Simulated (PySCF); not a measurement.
C₂H₆O₂, SMILES OCCO. Atoms are numbered in the order given.

```xyz
10

O      1.3353    -0.5231    -0.0194
C      0.6145     0.6581    -0.2879
C     -0.8342     0.2474    -0.4290
O     -1.2816    -0.3992     0.7251
H      2.2080    -0.2917     0.3097
H      0.7028     1.3804     0.5463
H      0.9638     1.1578    -1.2131
H     -1.4615     1.1381    -0.5934
H     -0.9329    -0.3957    -1.3284
H     -0.5920    -1.0431     0.9347
```
Charge 0, spin multiplicity 1.

Geometry: PBE0-D3(BJ)/def2-SVP. One conformer was computed; it need not be the lowest.

Method: PBE/pcSseg-1 (PySCF).

GIAO shieldings, no solvent; atoms listed in one row are averaged. δ = σ(ref) − σ: ¹⁷O against H2O (σ = 334.3 ppm); ¹³C against TMS (σ = 182.0 ppm); ¹H against TMS (σ = 31.49 ppm), references at their B3LYP-D3(BJ)/def2-TZVP geometries, non-relativistic.

Computed chemical shifts:
```tsv
nucleus	atoms	count	δ (ppm)
¹⁷O	O4	1	30.4
¹⁷O	O1	1	26.8
¹³C	C2	1	71.3
¹³C	C3	1	68.5
¹H	H9	1	4.40
¹H	H6	1	4.17
¹H	H7	1	4.15
¹H	H8	1	3.76
¹H	H10	1	2.02
¹H	H5	1	0.44
```
